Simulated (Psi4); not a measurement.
Ru, quintet (core potentials on Ru); HF/def2-SVP (Psi4).

The Psi4 input:
```
memory 2 GB

molecule mol {
0 5
  Ru    0.000000    0.000000    0.000000
}

set basis def2-svp
set reference uhf
set scf_initial_accelerator none

energy('scf')
print_variables()
```

Q: What does Psi4 print? Leave out banner, timings and long lists.

A: 
```
   => Loading Basis Set <=

    Name: DEF2-SVP
    Role: ORBITAL
    Keyword: BASIS

    !!!  WARNING: ECP capability is in beta. Please check occupations closely.  !!!

         ---------------------------------------------------------
                                   SCF
               by Justin Turney, Rob Parrish, Andy Simmonett
                          and Daniel G. A. Smith
                              UHF Reference
         ---------------------------------------------------------

  ==> Geometry <==

    Molecular point group: d2h
    Geometry (in Angstrom), charge = 0, multiplicity = 5:

       Center              X                  Y                   Z               Mass
    ------------   -----------------  -----------------  -----------------  -----------------
         RU           0.000000000000     0.000000000000     0.000000000000   101.904344100000

  Running in d2h symmetry.

  Rotational constants: A = ************  B = ************  C = ************ [cm^-1]
  Rotational constants: A = ************  B = ************  C = ************ [MHz]
  Nuclear repulsion =    0.000000000000000

  Charge       = 0
  Multiplicity = 5
  Electrons    = 16
  Nalpha       = 10
  Nbeta        = 6

  ==> Algorithm <==

  SCF Algorithm Type is DF.
  DIIS enabled.
  MOM disabled.
  Fractional occupation disabled.
  Guess Type is CORE.
  Energy threshold   = 1.00e-06
  Density threshold  = 1.00e-06
  Integral threshold = 1.00e-12

  ==> Primary Basis <==

  Basis Set: DEF2-SVP
    Blend: DEF2-SVP
    Number of shells: 11
    Number of basis functions: 31
    Number of Cartesian functions: 36
    Spherical Harmonics?: true
    Max angular momentum: 3

  Core potential: DEF2-SVP
    Number of shells: 4
    Number of ECP primitives: 14
    Number of ECP core electrons: 28
    Max angular momentum: 3

   => Loading Basis Set <=

    Name: (DEF2-SVP AUX)
    Role: JKFIT
    Keyword: DF_BASIS_SCF

  ==> Integral Setup <==

  SCF_SUBTYPE=INCORE selected. In-core MEM_DF algorithm will be used.
  Using in-core AOs.

  ==> MemDFJK: Density-Fitted J/K Matrices <==

    J tasked:                   Yes
    K tasked:                   Yes
    wK tasked:                   No
    Algorithm:                 Core
    Schwarz Cutoff:           1E-12
    Mask sparsity (%):       0.0000
    Fitting Condition:        1E-10

   => Auxiliary Basis Set <=

  Basis Set: (DEF2-SVP AUX)
    Blend: DEF2-UNIVERSAL-JKFIT
    Number of shells: 49
    Number of basis functions: 255
    Number of Cartesian functions: 384
    Spherical Harmonics?: true
    Max angular momentum: 6

  Minimum eigenvalue in the overlap matrix is 2.5394439877E-02.
  Reciprocal condition number of the overlap matrix is 8.4467523184E-03.
    Using symmetric orthogonalization.

  ==> Pre-Iterations <==

  SCF Guess: Core (One-Electron) Hamiltonian.

   -------------------------------------------------------
    Irrep   Nso     Nmo     Nalpha   Nbeta   Ndocc  Nsocc
   -------------------------------------------------------
     Ag         9       9       4       2       2       2
     B1g        2       2       1       0       0       1
     B2g        2       2       1       1       1       0
     B3g        2       2       1       0       0       1
     Au         1       1       0       0       0       0
     B1u        5       5       1       1       1       0
     B2u        5       5       1       1       1       0
     B3u        5       5       1       1       1       0
   -------------------------------------------------------
    Total      31      31      10       6       6       4
   -------------------------------------------------------

  ==> Iterations <==

                           Total Energy        Delta E     RMS |[F,P]|

    Occupation by irrep:
             Ag   B1g   B2g   B3g    Au   B1u   B2u   B3u
    DOCC [     2,    0,    0,    0,    0,    1,    2,    1 ]
    SOCC [     1,    1,    0,    0,    0,    1,    0,    1 ]
[...]
   @DF-UHF iter   5:   -94.07084158062597   -3.65058e-02   2.37186e-03 DIIS
   @DF-UHF iter   6:   -94.07288454809637   -2.04297e-03   1.81269e-03 DIIS
   @DF-UHF iter   7:   -94.07507881984426   -2.19427e-03   1.78770e-03 DIIS
   @DF-UHF iter   8:   -94.07565716972410   -5.78350e-04   1.78987e-03 DIIS
   @DF-UHF iter   9:   -94.06095092815185    1.47062e-02   2.95833e-03 DIIS
   @DF-UHF iter  10:   -94.06064103550459    3.09893e-04   3.04182e-03 DIIS
   @DF-UHF iter  11:   -94.05853939789216    2.10164e-03   3.90318e-03 DIIS
   @DF-UHF iter  12:   -94.05852224694409    1.71509e-05   2.23448e-03 DIIS
   @DF-UHF iter  13:   -94.05430856507493    4.21368e-03   2.86941e-03 DIIS
   @DF-UHF iter  14:   -94.05374787857561    5.60686e-04   3.81389e-03 DIIS
   @DF-UHF iter  15:   -94.05511426406068   -1.36639e-03   2.78712e-04 DIIS
   @DF-UHF iter  16:   -94.05493715780911    1.77106e-04   8.03990e-04 DIIS
   @DF-UHF iter  17:   -94.05499316964682   -5.60118e-05   2.23851e-04 DIIS
   @DF-UHF iter  18:   -94.05499780218727   -4.63254e-06   2.76471e-05 DIIS
   @DF-UHF iter  19:   -94.05499802440465   -2.22217e-07   2.55168e-05 DIIS
   @DF-UHF iter  20:   -94.05499859214950   -5.67745e-07   1.86361e-05 DIIS
   @DF-UHF iter  21:   -94.05499905595843   -4.63809e-07   2.23899e-06 DIIS
   @DF-UHF iter  22:   -94.05499907418205   -1.82236e-08   3.62611e-06 DIIS
   @DF-UHF iter  23:   -94.05499907580469   -1.62264e-09   7.00175e-08 DIIS
  Energy and wave function converged.

  ==> Post-Iterations <==

   @Spin Contamination Metric:   2.831858679E-03
   @S^2 Expected:                6.000000000E+00
   @S^2 Observed:                6.002831859E+00
   @S   Expected:                2.000000000E+00
   @S   Observed:                2.000000000E+00

    Orbital Energies [Eh]
    ---------------------

    Alpha Occupied:

[...]
       4Ag    -0.238454

    Alpha Virtual:

[...]
    Beta Occupied:

[...]
    Beta Virtual:

[...]
       9Ag    45.805854

    Final Occupation by Irrep:
             Ag   B1g   B2g   B3g    Au   B1u   B2u   B3u
    DOCC [     2,    0,    1,    0,    0,    1,    1,    1 ]
    SOCC [     2,    1,    0,    1,    0,    0,    0,    0 ]
    NA   [     4,    1,    1,    1,    0,    1,    1,    1 ]
    NB   [     2,    0,    1,    0,    0,    1,    1,    1 ]

  @DF-UHF Final Energy:   -94.05499907580469

   => Energetics <=

    Nuclear Repulsion Energy =              0.0000000000000000
    One-Electron Energy =                -165.0877514769822767
    Two-Electron Energy =                  71.0327524011775893
    Total Energy =                        -94.0549990758046874

  UHF NO Occupations:
  HONO-2 :    1B3g 1.0000000
  HONO-1 :    1B1g 1.0000000
  HONO-0 :    4 Ag 1.0000000
  LUNO+0 :    2B2g 0.0004160
  LUNO+1 :    5 Ag 0.0004160
  LUNO+2 :    2B3u 0.0001929
  LUNO+3 :    2B1u 0.0001929

Computation Completed

Properties will be evaluated at   0.000000,   0.000000,   0.000000 [a0]

Properties computed using the SCF density matrix

 Multipole Moments:

 ------------------------------------------------------------------------------------
     Multipole            Electronic (a.u.)      Nuclear  (a.u.)        Total (a.u.)
 ------------------------------------------------------------------------------------

 L = 1.  Multiply by 2.5417464519 to convert [e a0] to [Debye]
 Dipole X            :          0.0000000            0.0000000            0.0000000
 Dipole Y            :          0.0000000            0.0000000            0.0000000
 Dipole Z            :          0.0000000            0.0000000            0.0000000
 Magnitude           :                                                    0.0000000

 ------------------------------------------------------------------------------------

  Variable Map:
  ----------------------------------------------------------------------------
[...]
  Array Variable Map:
  ----------------------------------------------------------------------------
[...]
[...]
```
